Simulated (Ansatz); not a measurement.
**Abstraction of Cl: C2H5ClSn + SiHCl2 → C2H5Sn + SiHCl3**

Gas-phase species: C2H5ClSn `C=[CH][SnH2][Cl]`, singlet; SiHCl2 `Cl[SiH]Cl`, doublet; C2H5Sn `C=[CH][SnH2]`, doublet; SiHCl3 (trichlorosilane) `Cl[SiH](Cl)Cl`, singlet. A radical takes Cl: the energy is the difference in strength between the Sn–Cl bond broken and the Si–Cl bond made.

Shapes, held fixed at every level: PBE0-D4/def2-TZVP. Flexible molecules stand in one conformer, not always the lowest. Programs: Ansatz 0.2.0. The zero-point and thermal change to 298 K, harmonic and unscaled (PBE0-D4/def2-TZVP), is -0.2 kJ/mol.

```csv
level,kind,ΔH(298 K) (kJ/mol),less CCSD(T)/def2-TZVPP
MP2/def2-SVP,perturbation theory,-59.7,+9.8
MP2/def2-TZVPP,perturbation theory,-61.9,+7.6
HF/def2-SVP,Hartree–Fock,-58.7,+10.8
HF/def2-TZVPP,Hartree–Fock,-57.1,+12.4
B3LYP-D4/def2-TZVPP,global hybrid,-65.4,+4.1
B2PLYP/def2-TZVPP,double hybrid,-66.3,+3.2
CCSD(T)/def2-TZVPP,coupled cluster or CI,-69.5,0.0
```

The highest level, CCSD(T)/def2-TZVPP, gives ΔH(298 K) = -69.5 kJ/mol; the levels span -69.5 to -57.1. The column of differences is taken from that level and isn't an error. No measured value is set beside it here. Spin contamination: C2H5Sn (⟨S²⟩ up to 0.83). Open shells run unrestricted. For atoms past krypton def2 sets carry core potentials with scalar relativity. Outer-core shells of Sn are correlated, in sets that cover them unevenly. CCSD(T)/def2-TZVPP lies outside the range of the other correlated levels here, so it shouldn't be taken on trust.
